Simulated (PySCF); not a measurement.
AlBrClHO, SMILES [OH][Al]([Cl])[Br]. Atoms are numbered in the order given.

```xyz
5

Al     0.4369    -0.6098     0.0000
Cl    -0.9570    -2.1541     0.0000
Br    -0.2508     1.5203     0.0000
O      2.0692    -1.0296     0.0000
H      2.8127    -0.4246     0.0000
```

Geometry optimised at PBE0-D3(BJ)/def2-SVP. The values are those of a single conformer.

Level of theory: B3LYP/def2-TZVPD (PySCF).

ESP charges are fitted to the potential on shells at 1.4 to 2.0 van der Waals radii. Atomic charges (e):

```json
[
 {"atom": "Al1", "ESP fit": "0.73", "meta-Löwdin": "1.03"},
 {"atom": "Cl2", "ESP fit": "-0.22", "meta-Löwdin": "-0.32"},
 {"atom": "Br3", "ESP fit": "-0.23", "meta-Löwdin": "-0.29"},
 {"atom": "O4", "ESP fit": "-0.64", "meta-Löwdin": "-0.78"},
 {"atom": "H5", "ESP fit": "0.37", "meta-Löwdin": "0.36"}
]
```
